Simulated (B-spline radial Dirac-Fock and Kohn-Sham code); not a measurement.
Z = 68 (erbium), transition energy 254 keV. Calculated with a radial B-spline solver, using a Dirac-Hartree-Slater potential of the neutral atom with a Latter tail (no hole, which puts coefficients of high multipoles low close above an edge), finite nucleus with surface currents. Subshells that would emit electrons below 1 keV are left out.

Task: A pure transition shows α(K) = 0.176, L1/L2 = 12.4 and L1/L3 = 87.6. What is its multipolarity?
A. M3
B. E1
C. M4
D. M1
E. E4
F. E2
G. E3
H. M2

Result: D. For comparison, α(K), L1/L2, L1/L3 are E1 0.0238, 7.73, 7.42; E2 0.0811, 0.868, 1.26; E3 0.253, 0.228, 0.416; E4 0.786, 0.111, 0.227; M2 0.765, 7.95, 13.0; M3 2.72, 5.40, 3.15; M4 9.48, 4.01, 1.38.
